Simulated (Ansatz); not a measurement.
Species: C$_{2}$H$_{6}$B, SMILES `C[B]C` (charge 0, multiplicity 2), formula C₂H₆B.

How many basis functions does frozen-core CCSD(T)/cc-pVTZ // B3LYP-D3(BJ)/def2-TZVP (Ansatz, a program for electronic structure) use, how many core orbitals are frozen, and how many electrons are correlated?

174 basis functions and 3 frozen orbitals, which leaves 17 correlated electrons. Core time is of the order of minutes.
